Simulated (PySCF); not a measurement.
# Ionisation energy of Ho⁵⁷⁺ by level of theory

Ho⁵⁷⁺ [Ne] → Ho⁵⁸⁺ [He] 2s2 2p5 [2p1/2^2 2p3/2^3, M_J = 3/2], as a difference of total energies. Computed with PySCF 2.14 in an uncontracted even-tempered set (17 s from 38 bohr⁻², ratio 2.4; 13 p from 50 bohr⁻², ratio 2.4; 5 d from 180 bohr⁻², ratio 2.6; 4 f from 270 bohr⁻², ratio 2.6), with the two-component X2C-1e Hamiltonian. Correlated levels: nothing frozen; the 30 highest virtual spinors dropped. "Screened" scales the spin-orbit matrix elements by Boettger's factors to mimic the two-electron term; Breit and QED terms are absent.

| method | ionisation energy (eV) |
| --- | --- |
| GHF (spin-free) | 12771.4 |
| GMP2 (spin-free) | 12773.0 |
| GHF (screened spin-orbit) | 12508.1 |
| GMP2 (screened spin-orbit) | 12509.7 |

For this ion Breit and QED terms and the two-electron picture change, all absent here, outweigh the correlation shift from GHF to GMP2.

The spin-free rows lack the spin-orbit shift.

For comparison: 12495 ± 6 eV (theoretical estimate listed by NIST; NIST Atomic Spectra Database, ionization energies).
